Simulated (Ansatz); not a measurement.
Two structures of AlNH₄SF₂, singlet, reached by relaxing down either side of one saddle point (PBE0-D4/def2-TZVP). Energies are electronic, without zero-point energy. Ansatz 0.2.0; basis: def2-TZVPP and def2-QZVPP; cores frozen in the correlated methods. Extrapolation: Hartree–Fock as exp(−7.88 √X), correlation as X^−2.97. First:

```csv
atom,x (Å),y (Å),z (Å)
Al1,-0.1743,-0.2907,-0.8608
N2,0.0560,1.4189,-0.4612
F3,1.0849,-1.0839,-1.5927
F4,-1.7257,-0.8201,-1.1118
H5,1.1902,-0.9138,1.6937
S6,0.0764,-1.5552,1.3004
H7,0.9147,1.9158,-0.6316
H8,-0.7036,2.0703,-0.3523
H9,-0.7184,-0.7412,2.0162
```

Second:

| atom | x (Å) | y (Å) | z (Å) |
| --- | --- | --- | --- |
| Al1 | -0.1362 | -0.7217 | -0.4759 |
| N2 | 0.3348 | 1.1943 | -0.0735 |
| F3 | 0.9106 | -0.9479 | -1.7459 |
| F4 | -1.7464 | -0.5041 | -0.8297 |
| H5 | 0.7080 | 1.2924 | 0.8656 |
| S6 | 0.3224 | -1.8671 | 1.3487 |
| H7 | 1.0333 | 1.5247 | -0.7330 |
| H8 | -0.4877 | 1.7845 | -0.1559 |
| H9 | -0.9389 | -1.7551 | 1.7994 |

**Question.** Which bonds change from the first to the second?

**Answer.** AlNH₂F₂ ([NH2][Al]([F])[F]) + H₂S → AlHSF₂ ([F][Al]([F])[SH]) + NH₃ (still joined by a long Al–N bond); bonds formed: N2–H5; dative contacts that become bonds: Al1–S6; bonds broken: H5–S6; bonds weakened to dative contacts: Al1–N2.

**Question.** Give the saddle point's structure and its height above each. (To be estimated.)

**Answer.** Computed: 0.304 eV above the first and 1.494 eV above the second (CCSD(T) at an estimated basis limit (MP2 extrapolated from triple and quadruple zeta, plus CCSD(T) − MP2 in triple zeta)).
Al1  (-0.176, -0.467, -0.819)
N2  (0.261, 1.191, -0.153)
F3  (0.888, -1.104, -1.906)
F4  (-1.797, -0.762, -0.945)
H5  (0.541, 0.128, 1.108)
S6  (0.463, -1.316, 1.377)
H7  (1.087, 1.668, -0.490)
H8  (-0.464, 1.877, 0.006)
H9  (-0.802, -1.217, 1.822)
(Å)

No T1 diagnostic of these runs exceeds 0.012.

Exchanges of this kind with a chalcogen hydride build sulfide and selenide films.

Labels in which every atom is bracketed show which atoms are joined, not bond orders.

For scale, one of the runs: CCSD(T)/def2-TZVPP, 233 basis functions, launched by `ansatz run in.yaml --threads 3 --pin off --events-out ev --progress --plain --max-ram 6092MiB`. Time: 65 s of wall clock on 3 CPU threads of an Intel Xeon; the host was shared. Peak host memory: 4.4 GiB.
